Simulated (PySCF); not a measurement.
Vertical excitations of a molecule C5H3F from TDA-PBE/def2-SVPD (PySCF), as energy in eV (oscillator strength): 3.96 (0.000), 5.16 (0.025), 5.32 (0.000), 5.91 (0.000), 6.04 (0.000), 6.07 (0.000), 6.19 (0.003), 6.20 (0.316), 6.65 (0.057), 6.85 (0.002). Lowest triplet (TDA): 3.46 eV. Coordinates come from a B3LYP-D3(BJ)/def2-SVP optimisation. One conformer was computed; it need not be the lowest.

Question: Identify the compound among the candidates.
A. C#CC(F)C#C
B. C#CC(F)=C=C
C. C#CC=C=CF

Answer: B, C#CC(F)=C=C
